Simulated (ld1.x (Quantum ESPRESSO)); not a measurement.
**Scattering properties, TM potential for indium (In)**

- Element: indium (In)
- Generator: ld1.x (Quantum ESPRESSO) 7.5
- Type: norm-conserving Troullier–Martins (Kleinman–Bylander form)
- Functional: LDA (PZ)
- Relativity: fully relativistic
- Frozen core: [Ar] 3d10
- Valence charge: 21
- Reference configuration: 4s2 4p6 4d10 5s2 5p1
- Partial waves: 4s (bound): rc 1.30 bohr; 4p (bound): rc 1.60 bohr; 4d (bound): rc 1.05 bohr
- Local potential: the d channel
- Core correction: none

Open shells are filled in proportion to 2j + 1 (rel_dist='average').

Occupied shells without a wave of their own: 5p, 5s. They enter only through the test configuration that unscreens the potential.

The phase is arctan(r·u′/u) with u = r·R(r), unwrapped; energies in Ry, scanned from -11 to 5 Ry. A pole is an energy at which the radial function vanishes at the test radius. The pseudo phase is shifted by a multiple of π to meet the all-electron one at the reference energy, and phase errors are pseudo minus all-electron; the curves can meet again beyond the range given. Levels narrower than the energy grid can be missing from the lists of poles.

| channel | radius (bohr) | reference energy (Ry) | poles, all-electron | poles, pseudo | unbroken range about the reference energy with phases within 0.05 rad | phase error 1 Ry above the reference energy (rad) |
| --- | --- | --- | --- | --- | --- | --- |
| s | 1.76 | -8.77 | -8.57 | -8.57, 4.47 | below -1.6 | -0.001 |
| p1/2 | 1.76 | -6.07 | -5.74 | -5.74 | below 0.7 | -0.001 |
| p3/2 | 1.76 | -5.58 | -5.17 | -5.17 | below 0.8 | -0.001 |
| d3/2 | 1.76 | -1.41 | -0.40 | -0.34 | not even at the reference energy | +0.013 |
| d5/2 | 1.76 | -1.35 | -0.29 | -0.34 | above -1.5 | -0.008 |

The potential misses its own reference levels by up to 0.9 eV.

Phases in the p3/2 channel:

```csv
E (Ry),all-electron,pseudo
-11.00,1.373,1.373
-10.76,1.370,1.370
-10.52,1.366,1.366
-10.28,1.363,1.362
-10.04,1.358,1.358
-9.80,1.354,1.354
-9.56,1.349,1.349
-9.32,1.343,1.343
-9.08,1.337,1.337
-8.84,1.331,1.331
-8.60,1.323,1.323
-8.36,1.315,1.314
-8.12,1.304,1.304
-7.88,1.293,1.292
-7.64,1.278,1.277
-7.40,1.259,1.259
-7.16,1.235,1.234
-6.92,1.200,1.200
-6.68,1.147,1.146
-6.44,1.053,1.052
-6.20,0.839,0.837
-5.96,0.127,0.123
-5.72,-1.025,-1.025
-5.48,-1.406,-1.406
-5.24,-1.545,-1.546
-5.00,-1.617,-1.617
-4.76,-1.661,-1.661
-4.52,-1.692,-1.693
-4.28,-1.716,-1.717
-4.04,-1.736,-1.736
-3.80,-1.752,-1.754
-3.56,-1.768,-1.769
-3.32,-1.782,-1.784
-3.08,-1.796,-1.798
-2.84,-1.809,-1.811
-2.60,-1.822,-1.825
-2.36,-1.836,-1.839
-2.12,-1.850,-1.854
-1.88,-1.865,-1.870
-1.64,-1.881,-1.886
-1.40,-1.898,-1.904
-1.16,-1.916,-1.924
-0.92,-1.936,-1.946
-0.68,-1.959,-1.970
-0.44,-1.984,-1.998
-0.20,-2.013,-2.030
0.04,-2.045,-2.067
0.28,-2.083,-2.111
0.52,-2.128,-2.163
0.76,-2.180,-2.226
1.00,-2.244,-2.304
1.24,-2.321,-2.400
1.48,-2.417,-2.522
1.72,-2.535,-2.676
1.96,-2.682,-2.865
2.20,-2.859,-3.085
2.44,-3.063,-3.321
2.68,-3.283,-3.550
2.92,-3.497,-3.750
3.16,-3.690,-3.915
3.40,-3.853,-4.047
3.64,-3.986,-4.151
3.88,-4.094,-4.235
4.12,-4.180,-4.302
4.36,-4.251,-4.357
4.60,-4.309,-4.404
4.84,-4.357,-4.442
```
